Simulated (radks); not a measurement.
The numbers below are computed, except where a source is named.
All-electron atom: Se V in [Ar] 3d10 4s2.

Code: a radial shooting solver on a logarithmic mesh with Libxc functionals. Model: scalar-relativistic Kohn-Sham, PBE, spin-unpolarised, spherical densities, point nucleus.

Energy parts (hartree):
total: -2426.13252
kinetic: 2475.87844
electron-nucleus: -5792.24313
Hartree: 976.63517
exchange-correlation: -86.40301

Orbitals (lengths in bohr, moments of r in powers of bohr; r(90%) holds 90 % of the orbital's charge):
orbital  occ.  eigenvalue (hartree)   <1/r>  r(90%)       <r^4>
1s          2             -461.4975   34.56  0.0788  0.00001763
2s          2             -60.97234   7.633   0.303    0.003544
2p          6             -53.86233   7.475   0.279    0.002579
3s          2              -9.73531   2.490   0.855      0.2283
3p          6              -7.50970   2.339   0.900      0.2802
3d         10              -3.83301   2.044    1.03      0.5062
4s          2              -2.26828  0.8359    2.31       12.12

The highest occupied level is 4s at -61.723 eV. Summed over all electrons, <r^2> = 14.04 bohr^2, which gives a Langevin (diamagnetic) susceptibility term of -11.1 x 10^-6 cm^3/mol.
